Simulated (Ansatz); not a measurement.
Hg10Te10. The state is a singlet with charge 0. Geometry PBE-D4/def2-SVP; atoms count from 1.

Cartesian coordinates in Å:
```
Hg -2.999 0.347 -2.900
Hg -0.734 3.609 -2.255
Hg 0.346 0.076 -1.252
Hg -3.358 0.072 0.467
Hg -1.858 -2.838 0.011
Hg 1.550 -3.742 -1.235
Hg 0.912 4.638 0.956
Hg 2.783 1.280 1.213
Hg -0.205 -0.813 2.632
Hg 2.966 -2.765 1.833
Te -0.650 1.376 -3.833
Te -5.003 -0.845 -1.562
Te -0.701 -2.738 -2.432
Te -2.684 -2.270 2.516
Te -0.539 5.933 -0.941
Te 3.064 -0.399 -0.929
Te 2.282 3.368 2.889
Te -1.017 1.485 0.910
Te 3.492 -4.891 0.222
Te 2.353 -0.883 3.691
```

In the def2 sets Hg, Te take a core potential; there is no spin–orbit coupling. Single mean-field runs in def2-TZVP are fitted with def2-universal-jkfit. Another isomer (singlet) lies 0.12 eV lower at PBE0-D4/def2-TZVP; other spin states weren't run for this one.

Question: Estimate the Mulliken populations from the PBE0/def2-TZVP orbitals of Ansatz.

Answer: 
| atom | charge (e) | d electrons |
| --- | --- | --- |
| Hg1 | 0.36 | 9.92 |
| Hg2 | 0.38 | 9.92 |
| Hg3 | 0.42 | 9.96 |
| Hg4 | 0.36 | 9.95 |
| Hg5 | 0.40 | 9.92 |
| Hg6 | 0.37 | 9.93 |
| Hg7 | 0.34 | 9.92 |
| Hg8 | 0.36 | 9.94 |
| Hg9 | 0.46 | 9.95 |
| Hg10 | 0.37 | 9.93 |
| Te11 | -0.34 | – |
| Te12 | -0.37 | – |
| Te13 | -0.36 | – |
| Te14 | -0.37 | – |
| Te15 | -0.35 | – |
| Te16 | -0.45 | – |
| Te17 | -0.38 | – |
| Te18 | -0.44 | – |
| Te19 | -0.36 | – |
| Te20 | -0.40 | – |
Mulliken values depend strongly on the basis.

Question: And the Mayer bond orders between heavy atoms (over 0.3)?

Answer: Hg1–Te11 0.79 (2.73 Å); Hg1–Te12 0.94 (2.69 Å); Hg2–Te11 0.77 (2.74 Å); Hg2–Te15 0.95 (2.68 Å); Hg3–Te11 0.36 (3.06 Å); Hg3–Te13 0.31 (3.23 Å); Hg3–Te16 0.77 (2.78 Å); Hg3–Te18 0.59 (2.92 Å); Hg4–Te12 0.80 (2.77 Å); Hg4–Te14 0.39 (3.18 Å); Hg4–Te18 0.75 (2.77 Å); Hg5–Te13 0.81 (2.70 Å); Hg5–Te14 0.86 (2.70 Å); Hg6–Te13 0.76 (2.74 Å); Hg6–Te19 0.93 (2.69 Å); Hg7–Te15 0.83 (2.72 Å); Hg7–Te17 0.92 (2.69 Å); Hg8–Te16 0.82 (2.74 Å); Hg8–Te17 0.82 (2.72 Å); Hg9–Te14 0.63 (2.88 Å); Hg9–Te18 0.47 (2.98 Å); Hg9–Te20 0.76 (2.77 Å); Hg10–Te19 0.84 (2.72 Å); Hg10–Te20 0.83 (2.71 Å).
